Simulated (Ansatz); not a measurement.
Isolated molecules relaxed with PBE0-D4/def2-TZVP in Ansatz; ΔE leaves out vibrations. CBS: MP2 limit from def2 TZ/QZ plus the TZ coupled-cluster correction, frozen cores. This one scheme is used for every species. Functionals use def2-TZVPP. B3LYP here is the variant with VWN-RPA as its local correlation; programs differ in this. Each species was taken in one conformer, which may not be the lowest.

`O[SiH2]N[SiH2]F` → `N[SiH2]F` + `O[SiH]`  (silylene formation by 1,1-elimination)

```tsv
level	ΔE (kcal/mol)
B3LYP-D4	60.0
MP2/def2-TZVPP	65.1
```

Problem. What does CCSD(T)/CBS give? (Estimate.)

Solution. The calculation gave: +62.1 kcal/mol. The listed levels differ from it by -2.1, 3.0 kcal/mol.

Largest T1 diagnostic among the species: 0.016.

The D4 term adds +3.6 kcal/mol with B3LYP and +2.0 kcal/mol with PBE0; it sums over pairs of atoms, weighted by their polarisabilities, and B3LYP, whose exchange is more repulsive, gets the larger term. From BLYP to BHLYP (50 % exact exchange), in def2-TZVPP and without D4, ΔE moves by +10.1 kcal/mol. Leaving LDA and LC-ωPBE aside and taking each functional with its dispersion term where it has one, the values, not all of them listed here, spread over 10.6 kcal/mol, from BLYP-D4 to r2SCAN0-D4. LDA lies +8.4 kcal/mol from PBE without D4.

CCSD(T)/CBS has its own doubt, a few kJ/mol and more with outer-core shells, so smaller differences from it don't rank the levels.
